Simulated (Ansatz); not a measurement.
Species: GeF, charge 1, singlet. GeF+ (parent SMILES [F][Ge], singlet).
B3LYP-D3(BJ)/def2-TZVP minimum from Ansatz (a program for electronic structure):
```
F
Ge 1 1.6872
```
Charge +1, spin multiplicity 1.

Hartree-Fock and CCSD(T) correlation energies in hartree (Ansatz). Radicals and triplets start from unrestricted determinants; spin-orbit coupling is neglected. Correlated methods leave the cores frozen (noble-gas shells, and filled d and f shells in the p block). No relativity. The spin of FGe+ (parent SMILES [F][Ge], singlet) was assumed, and the state is the lowest solution found for it.

```
basis    X        E(HF)  E(corr, CCSD(T))
-------  -  -----------  ----------------
cc-pVTZ  3  -2174.62817          -0.33881
cc-pVQZ  4  -2174.64161          -0.36513
cc-pV5Z  5  -2174.64424          withheld
```

Problem. Fit E(corr) = E∞ + A/X³ to X = 3 and 4, predict X = 5, and compare with the run.

Solution. A = (-0.33881 - (-0.36513))/(1/27 - 1/64) = 1.2292; E∞ = -0.36513 - A/64 = -0.38434; at X = 5, E∞ + A/125 = -0.37450. The run gave -0.37515, 0.65 mEh below the prediction. The same form on X = 4 and 5 gives E∞ = -0.38566, 1.33 mEh below the first estimate.
